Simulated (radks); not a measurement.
Task: The calcium ion Ca12+ is in [He] 2s2 2p(1/2: 2, 3/2: 2). All-electron calculation, Dirac Kohn-Sham, relativistic LDA (MacDonald-Vosko exchange, VWN5 correlation), spin-unpolarised, spherical densities, finite nucleus; Fermi nuclear charge, rms radius of each element as measured or else 0.836 A^(1/3) + 0.57 fm. Program: a radial shooting solver on a logarithmic mesh with Libxc functionals. Sub-shells are occupied by j as written (lower j first in brackets). One electron is removed from 2p1/2, 1s1/2, 2s1/2, 2p3/2 in turn, with full relaxation. Which removal costs least, and what does each cost?

Result: 2p3/2 734.63 eV; 2p1/2 739.14 eV; 2s1/2 798.88 eV; 1s1/2 4492.1 eV. The 2p3/2 electron leaves first.
